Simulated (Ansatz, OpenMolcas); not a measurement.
**GeO (SMILES [O]=[Ge]): the electronic atomisation energy, rung by rung**

The species is GeO (2 atoms), meant as a singlet with charge 0. As SMILES, `[O]=[Ge]`. The shape is that of a PBE0-D4/def2-TZVP optimisation.

```xyz
2

O     0.0000    0.0000   -0.0230
Ge    0.0000    0.0000    1.5995
```

Each level gives the electronic atomisation energy (eV). The values are calculated. Electronic energies at fixed atoms, without zero-point motion or spin-orbit coupling.

```
         level                    kind     program  value (eV)  less FCI/STO-3G  CPU time (all runs)
     HF/STO-3G            Hartree–Fock  OpenMolcas        2.90            -3.99                4.8 s
   BLYP/STO-3G                     GGA      Ansatz        9.32            +2.43                6.7 s
    PBE/STO-3G                     GGA      Ansatz        9.34            +2.45                6.6 s
  B3LYP/STO-3G           global hybrid      Ansatz        8.46            +1.57                4.7 s
r2SCAN0/STO-3G         hybrid meta-GGA      Ansatz        7.69            +0.80                 15 s
  wB97X/STO-3G  range-separated hybrid      Ansatz        7.73            +0.84                 16 s
    MP2/STO-3G     perturbation theory      Ansatz        7.09            +0.20               0.22 s
BCCD(T)/STO-3G   coupled cluster or CI      Ansatz        6.90            +0.01               0.46 s
    FCI/STO-3G      exact in the basis      Ansatz        6.89             0.00               0.69 s
```

FCI/STO-3G is exact within its basis and frozen core, so for wave-function methods in that basis the difference is their error; functionals converge differently with the basis, so for them it is only a difference. All-electron rows without a relativistic Hamiltonian named are non-relativistic. The values span 2.90 to 9.34 eV. Spin contamination of the reference (⟨S²⟩ at least 0.1 too high) touches BLYP/STO-3G, PBE/STO-3G, B3LYP/STO-3G, r2SCAN0/STO-3G, wB97X/STO-3G. All rows use very small basis sets, so none should be taken for the real molecule's value. In the correlated wave-function rows the outer d shell of Ge is correlated, in sets not made for it. In so small a basis fixed costs decide the times, and correlated methods can beat functionals. CPU times are rough (shared hosts, several kinds of processor and program).
